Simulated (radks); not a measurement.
Values are calculated unless marked as measured or tabulated.
Valence configurations of P I (all share [Ne]). Code: a radial shooting solver on a logarithmic mesh with Libxc functionals. Model: scalar-relativistic Kohn-Sham, PBE, spin-polarised, spherical densities, finite nucleus; open shells are filled with parallel spins first; Fermi nuclear charge, rms radius 3.1889 fm. Energies are relative to 3s2 3p3; eigenvalues in eV for spin up.

| valence | E (eV) | moment (Bohr magnetons) | e(3p) | e(3s) |
|---|---|---|---|---|
| 3s2 3p3 | 0.000 | 3 | -6.283 | -14.802 |
| 3s1.5 3p3.5 | 4.176 | 3 | -6.643 | -15.284 |
| 3s1 3p4 | 8.357 | 3 | -7.001 | -15.759 |
| 3s0.5 3p4.5 | 13.829 | 2 | -7.039 | -15.815 |
| 3p5 | 18.861 | 1 | -6.971 | - |

NIST lists [Ne] 3s2 3p3 as the ground configuration; this level of theory agrees among the configurations tried. The energies are those of spherical high-spin densities, not of single terms.
